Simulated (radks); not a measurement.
Species: V3+. Configuration: [Ar] 3d2. Calculated with a radial shooting solver on a logarithmic mesh with Libxc functionals: Dirac Kohn-Sham, PBE, spin-unpolarised, spherical densities, point nucleus; open shells are shared between the two j in proportion to 2j + 1; speed of light set to 205.554 atomic units (1.5 times the physical value, a model run).

Unscreened Slater integrals over Kohn-Sham orbitals (cm^-1). Large and small components are both included.

integral,value
"F0(3d5/2,3d5/2)",171110
"F2(3d5/2,3d5/2)",80599
"F4(3d5/2,3d5/2)",50436
"F0(3d5/2,3d3/2)",171200
"F2(3d5/2,3d3/2)",80635
"G2(3d5/2,3d3/2)",80616
"G4(3d5/2,3d3/2)",50446
"F0(3d5/2,3p3/2)",183410
"F2(3d5/2,3p3/2)",87876
"G1(3d5/2,3p3/2)",109250
"G3(3d5/2,3p3/2)",66405
"F0(3d5/2,3p1/2)",183700
"G3(3d5/2,3p1/2)",66485
"F0(3d3/2,3d3/2)",171280
"F2(3d3/2,3d3/2)",80671
"F0(3d3/2,3p3/2)",183520
"F2(3d3/2,3p3/2)",87923
"G1(3d3/2,3p3/2)",109300
"G3(3d3/2,3p3/2)",66432
"F0(3d3/2,3p1/2)",183800
"G1(3d3/2,3p1/2)",109490
"F0(3p3/2,3p3/2)",198980
"F2(3p3/2,3p3/2)",100170
"F0(3p3/2,3p1/2)",199320
"G2(3p3/2,3p1/2)",100310
"F0(3p1/2,3p1/2)",199660
